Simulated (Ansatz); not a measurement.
Geometry optimisation, Ansatz 0.2.0, RHF/def2-SVP.

input.yaml

```yaml
crystal:
  periodic: [false, false, false]
  atoms:
    - { symbol: Sn, position_ang: [0.0, 0.0, 0.0] }
    - { symbol: Cl, position_ang: [0.0, 0.0, 2.76] }
    - { symbol: Cl, position_ang: [2.2726, 0.0, -0.8025] }
    - { symbol: H, position_ang: [-0.8195, 1.4198, -0.5794] }
    - { symbol: H, position_ang: [-0.8195, -1.4198, -0.5794] }
    - { symbol: H, position_ang: [1.0699, 1.6134, 0.6433] }
    - { symbol: H, position_ang: [0.8962, 1.3515, 1.6527] }
basis:
  gaussian: { orbitals: def2-SVP }
hamiltonian:
  xc: hf
relax:
  f_tol: 0.15
  max_steps: 25
  restrain:
    - { distance: [0, 5], at: 2.94, k: 30.0 }
    - { distance: [6, 1], at: 2.57, k: 30.0 }
    - { distance: [0, 1], at: 2.41, k: 30.0 }
    - { distance: [6, 5], at: 0.66, k: 30.0 }
output:
  orbitals: {}
```

Command:

```bash
$ ansatz run input.yaml --threads 1 --pin off --max-ram 2048MiB --backend cpu --events-out ev --progress --plain --runs-dir out
```

Question: Where does it end, and by what steps?

Answer: It converged. The restraints hold the end off the free minimum. After 5 steps the energy has fallen by 2.880 eV (the restraints' own energy left out); H6 moved furthest, 0.70 Å. Joined: H6–H7 (1.06 → 0.71 Å).

| step | energy less start (eV) | largest force component (eV/Å) | accepted |
| --- | --- | --- | --- |
| 0 | 0.0000 | 4.785 | yes |
| 1 | -1.2457 | 2.562 | yes |
| 2 | -1.8010 | 3.508 | yes |
| 3 | -2.4367 | 2.555 | yes |
| 4 | -2.8414 | 1.768 | yes |
| 5 | -2.8797 | 1.225 | yes |

```xyz
7
Properties=species:S:1:pos:R:3
Sn -0.130 -0.182 -0.044
Cl -0.101 -0.280 2.345
Cl 2.083 -0.259 -0.800
H -0.838 1.282 -0.499
H -0.880 -1.611 -0.555
H 1.370 2.124 1.017
H 1.096 1.891 1.630
```

Time of the run: 10 s on 1 thread of Arm Neoverse V2, with other jobs on the host, peak memory 0.16 GiB.
